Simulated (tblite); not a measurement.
Isomers of C5H4FNO3. Computed with GFN2-xTB (tblite): harmonic, unscaled wavenumbers at the GFN2-xTB geometry, gas phase. Against measured fundamentals such values can be off by several per cent, at times by over 20. One conformer each.

Electronic energies: GFN2-xTB at the same geometries; isomer energies are rough at this level and their order can be wrong.

```csv
SMILES,"electronic energy, lowest = 0 (kJ/mol)"
CC(=O)Oc1nocc1F,0.0
N#C[C@@]1(COC=O)O[C@@H]1F,93.7
COC(=O)[C@@]1(C#N)O[C@H]1F,83.6
```

Problem. How do GFN2-xTB zero-point energies change the relative energies?

Solution. 
```csv
SMILES,ZPE (kJ/mol),of it from modes above 1550 cm⁻¹,electronic (kJ/mol),"with ZPE, lowest = 0 (kJ/mol)",lowest mode (cm⁻¹),rings
CC(=O)Oc1nocc1F,233.5,94.3,0.0,0.0,28,1
COC(=O)[C@@]1(C#N)O[C@H]1F,229.8,97.3,83.6,79.9,34,1
N#C[C@@]1(COC=O)O[C@@H]1F,230.9,95.8,93.7,91.1,28,1
```

The zero-point energies span 3.7 kJ/mol, from `COC(=O)[C@@]1(C#N)O[C@H]1F` to `CC(=O)Oc1nocc1F`. The order is unchanged.

Problem. What do entropy and thermal enthalpy add at 298.15 K and 1 bar (rigid rotor, harmonic oscillator, one conformer each)?

Solution. 
```tsv
SMILES	point group	symmetry number	S (J/(mol K))	H − H(0) (kJ/mol)	ZPE + H − H(0) − TS (kJ/mol)
CC(=O)Oc1nocc1F	C1	1	410.0	26.66	137.9
COC(=O)[C@@]1(C#N)O[C@H]1F	C1	1	426.9	29.16	131.7
N#C[C@@]1(COC=O)O[C@@H]1F	C1	1	415.4	27.64	134.7
```
